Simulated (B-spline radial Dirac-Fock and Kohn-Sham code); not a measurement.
Ba: eigenvalues, ΔSCF and the reference

System: atomic barium, configuration 1s2 2s2 2p6 3s2 3p6 3d10 4s2 4p6 4d10 5s2 5p6 5d1 6s1 (not the ground configuration).

The density-functional columns are spherical, spin-unpolarised Dirac-Kohn-Sham results without Breit or QED terms: −ε is minus the orbital energy of the initial state and ΔSCF the difference of two total energies. The reference in the last column comes from Dirac-Fock (average of configuration) total-energy differences with a finite nucleus, the Breit interaction including its frequency dependence, and self-energy and vacuum-polarisation corrections. All numbers are from a radial finite-basis atomic code, in eV; a selection of levels is shown. The Kohn-Sham columns are given as differences from the reference. For the 1s level of heavy atoms much of the gap between ΔSCF and the reference is the Breit and QED part, -139.0 eV here; for other levels the error of the functional can be larger.

```tsv
level	LDA −ε − DF	LDA ΔSCF − DF	Dirac-Fock
1s	-259.5	+126.8	37444.9
2s	-126.1	-56.7	6001.5
2p1/2	-93.7	-6.6	5631.0
2p3/2	-98.0	-17.5	5254.1
3s	-63.2	-40.2	1302.0
3p1/2	-50.2	-26.2	1146.7
3p3/2	-49.5	-26.5	1072.3
3d3/2	-30.5	-4.5	802.7
3d5/2	-30.9	-5.3	787.4
4s	-28.0	-18.0	269.7
4p1/2	-21.3	-11.7	211.3
4p3/2	-21.3	-12.0	195.8
4d3/2	-8.7	0.0	98.50
4d5/2	-8.7	-0.2	95.91
5p1/2	-3.5	+0.8	22.64
5p3/2	-3.5	+0.6	20.54
5d	-1.7	+1.0	3.22
6s	-1.1	+0.9	4.02
```

Values without a named source are computed, but for edge energies of neutral atoms, which are taken from tables.
